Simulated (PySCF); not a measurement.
**Atomic charges against the basis set**

Compound: C₃H₁₀Si.
Bonds: C1–C2, C2–C3, C2–Si4. Hydrogens: H5, H6, H7 on C1; H8 on C2; H9, H10, H11 on C3; H12, H13, H14 on Si4.

PBE0 throughout (PySCF), one geometry, spherical d and f functions. Geometry: PBE0-D3(BJ)/def2-SVP; no solvent, vibrations or thermal averaging. Atoms taken as equivalent share a column and are averaged.

Mulliken charges (e):

```
        basis  functions   C1/C3      C2     Si4  H5 (×6)      H8  H12/H13/H14
       STO-3G         34  -0.233  -0.205  +0.536   +0.073  +0.067       -0.123
        6-31G         60  -0.468  -0.475  +0.539   +0.168  +0.194       -0.110
     pcSseg-0         60  -0.574  -0.933  +0.577   +0.232  +0.283       -0.057
       6-31G*         80  -0.526  -0.344  +0.351   +0.178  +0.185       -0.069
      cc-pVDZ        110  -0.052  -0.297  +0.231   +0.045  +0.050       -0.051
     def2-SVP        110  -0.043  -0.408  +0.366   +0.046  +0.072       -0.073
6-311+G(2d,p)        176  -0.540  -0.150  +0.396   +0.150  +0.130       -0.066
  aug-cc-pVDZ        186  +0.601  -0.145  -0.859   -0.152  -0.250       +0.322
    def2-TZVP        190  -0.378  -0.146  +0.141   +0.126  +0.095       -0.029
     IGLO-III        249  -0.416  -0.238  +0.699   +0.127  +0.136       -0.176
      cc-pVTZ        264  -0.294  -0.155  +0.148   +0.100  +0.093       -0.033
```

IAO charges (e):

```
        basis  functions   C1/C3      C2     Si4  H5 (×6)      H8  H12/H13/H14
       STO-3G         34  -0.390  -0.365  +0.628   +0.128  +0.126       -0.126
        6-31G         60  -0.425  -0.331  +0.431   +0.142  +0.143       -0.081
     pcSseg-0         60  -0.411  -0.364  +0.429   +0.139  +0.149       -0.076
       6-31G*         80  -0.406  -0.350  +0.559   +0.135  +0.136       -0.114
      cc-pVDZ        110  -0.406  -0.346  +0.553   +0.135  +0.136       -0.113
     def2-SVP        110  -0.395  -0.351  +0.576   +0.132  +0.134       -0.119
6-311+G(2d,p)        176  -0.419  -0.360  +0.588   +0.139  +0.140       -0.121
  aug-cc-pVDZ        186  -0.417  -0.349  +0.555   +0.138  +0.139       -0.113
    def2-TZVP        190  -0.419  -0.363  +0.597   +0.139  +0.140       -0.123
     IGLO-III        249  -0.420  -0.363  +0.596   +0.139  +0.140       -0.123
      cc-pVTZ        264  -0.420  -0.360  +0.582   +0.139  +0.140       -0.119
```

Some averages cover members that differ in this geometry, most widely: H5 (×6), Mulliken in aug-cc-pVDZ -0.191 to -0.111; H12/H13/H14, Mulliken in aug-cc-pVDZ +0.299 to +0.365 e.

Q: Which scheme is steadiest as the basis changes?

A: Largest range over the bases for any column: IAO 0.20 e, Mulliken 1.56 e. IAO charges move least and Mulliken charges most, counted in e. Without the minimal STO-3G basis the ranges are IAO 0.17, Mulliken 1.56 e.

Q: How much do the charges still move between the two largest bases, IGLO-III and cc-pVTZ?

A: At most, over all atoms: Mulliken 0.551 e, IAO 0.015 e.

Q: What do the same runs give for the total energy, the frontier levels and the dipole moment?

A: 
```csv
basis,energy (Eh),HOMO (eV),LUMO (eV),μ (D)
STO-3G,-404.8164,-6.45,8.24,0.19
6-31G,-409.4691,-8.04,1.41,0.86
pcSseg-0,-408.9328,-8.37,1.21,0.69
6-31G*,-409.5263,-7.99,1.32,0.88
cc-pVDZ,-409.5490,-8.05,1.20,0.88
def2-SVP,-409.3731,-8.11,1.14,0.86
"6-311+G(2d,p)",-409.5916,-8.13,0.09,0.88
aug-cc-pVDZ,-409.5567,-8.10,-0.13,0.88
def2-TZVP,-409.6002,-8.10,0.67,0.89
IGLO-III,-409.6063,-8.11,0.52,0.87
cc-pVTZ,-409.6012,-8.10,0.75,0.89
```

The dipole is fixed by the density alone, so its range of 0.70 D shows that the density itself changes with the basis, not only its division among atoms.
